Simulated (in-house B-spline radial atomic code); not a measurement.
A fraction x of an electron is removed from 3d in Co II (Co+), starting from [Ar] 3d8 and keeping the highest spin. All numbers are computed (scalar-relativistic (X2C) CAM-B3LYP, spin-polarised, spherical fractional occupations; Fermi nucleus of rms radius 3.7875 fm) with a radial B-spline atomic code at the basis-set limit, not measured.

Caution: exact exchange at fractional occupations of open shells leaves self-interaction of up to several eV.

| x | E(x) - E(0) (eV) | 3d down level (eV) |
| --- | --- | --- |
| 0 | 0.0000 | -11.884 |
| 0.11 | 1.3743 | -13.111 |
| 0.17 | 2.1815 | -13.797 |
| 0.3 | 4.0739 | -15.326 |
| 0.47 | 6.8548 | -17.406 |
| 0.5 | 7.3826 | -17.783 |
| 0.61 | 9.4156 | -19.187 |
| 0.75 | 12.2299 | -21.027 |
| 0.86 | 14.6242 | -22.512 |
| 0.95 | 16.7060 | -23.752 |
| 1 | 17.9110 | -24.451 |

The exact functional would give a straight line between the two integer points. Deviations E(x) - E(0) - x[E(1) - E(0)], in eV: -0.596 at x = 0.11, -0.863 at x = 0.17, -1.299 at x = 0.3, -1.563 at x = 0.47, -1.573 at x = 0.5, -1.51 at x = 0.61, -1.203 at x = 0.75, -0.779 at x = 0.86, -0.309 at x = 0.95.

The curve lies below the straight line by up to 1.573 eV (at x = 0.5): convex, the delocalisation error, to which spherically averaged exact exchange adds.

Question: How well does Slater's transition state (minus the level at half occupation) give the ionisation energy?

Answer: It gives 17.783 eV against 17.911 eV from the two total energies; NIST lists 17.08 eV, ground level to ground level. The end point has an open shell averaged over its orbitals, so its exact exchange keeps a self-interaction and this is no true integer point.
